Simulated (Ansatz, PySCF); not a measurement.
Molecule: sum formula SiOF, net charge -1, singlet state. 
Structure (B3LYP-D3(BJ)/def2-TZVP (Ansatz, an electronic-structure program) minimum search):
```
Si
O 1 1.5548
F 1 1.6998 2 109.97
```
Charge -1, spin multiplicity 1.

Total electronic energies in hartree. Correlated levels leave the core frozen unless marked. No spin-orbit coupling. No relativistic terms. CBS marks a two-point X^-3 extrapolation of the correlation energy; Hartree-Fock from the larger set.

| level | program | energy (Eh) |
|---|---|---|
| B3LYP/def2-TZVPD | Ansatz | … |
| r2SCAN0/def2-TZVPD | Ansatz | … |
| PW6B95/def2-TZVPD | PySCF | … |
| LC-wPBE/def2-TZVPD | Ansatz | -464.57718 |
| RPA@PBE/cc-pV(T+d)Z | Ansatz | -464.28559 |
| CCSD/cc-pV(Q+d)Z | Ansatz | -464.08920 |
| CCSD(T)/STO-3G | Ansatz | -457.37637 |
| CCSD(T)/6-31G | Ansatz | -463.51164 |
| CCSD(T)/CBS(aug-cc-pV(T+d)Z,aug-cc-pV(Q+d)Z) | Ansatz | -464.1605 |

Fill in the missing entries.


- B3LYP/def2-TZVPD, energy (Eh): -464.80120
- r2SCAN0/def2-TZVPD, energy (Eh): -464.63612
- PW6B95/def2-TZVPD, energy (Eh): -465.22101
